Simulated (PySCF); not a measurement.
SMILES COC(=O)[SiH2]SC (C₃H₈O₂SSi), singlet, GFN2-xTB optimised geometry.

```
15

C      1.27    -2.23     0.07
O      0.60    -0.98     0.05
C      1.34     0.12     0.00
O      2.55     0.12     0.00
Si     0.23     1.67     0.00
S     -0.97     1.58    -1.76
C     -1.98     3.08    -1.51
H      0.53    -2.98     0.33
H      2.08    -2.21     0.81
H      1.70    -2.44    -0.91
H     -0.65     1.63     1.17
H      1.06     2.87    -0.01
H     -1.34     3.95    -1.47
H     -2.65     3.14    -2.36
H     -2.55     2.98    -0.59
```

Density from CAM-B3LYP/def2-TZVP (PySCF) at that geometry.

Minimum of the electron density along straight lines between bonded atoms, close to the bond critical point (lines longer than 1.1 times the sum of covalent radii, or with two minima, are not listed):

```tsv
bond	length / Å	ρ at the minimum / e bohr⁻³	∇²ρ there / e bohr⁻⁵	position (fraction from the first atom)
C1–O2	1.424	0.248	-0.48	0.35
O2–C3	1.332	0.315	-0.62	0.66
C3–O4	1.205	…	…	0.34
C3–Si5	1.906	0.119	0.16	0.62
Si5–S6	2.134	0.103	0.08	0.36
S6–C7	1.823	0.177	…	0.53
C1–H8	1.087	0.289	-1.05	0.65
C1–H9	1.092	0.287	-1.03	0.65
C1–H10	1.092	0.286	-1.02	0.65
Si5–H11	1.462	0.128	0.17	0.49
Si5–H12	1.459	0.129	0.17	0.49
C7–H13	1.085	0.285	-1.00	0.65
C7–H14	1.084	0.284	-1.00	0.65
C7–H15	1.085	0.285	-1.00	0.65
```

Q: What belongs in the gaps?

A: 
- C3–O4, ρ at the minimum / e bohr⁻³: 0.432
- C3–O4, ∇²ρ there / e bohr⁻⁵: -0.21
- S6–C7, ∇²ρ there / e bohr⁻⁵: -0.28
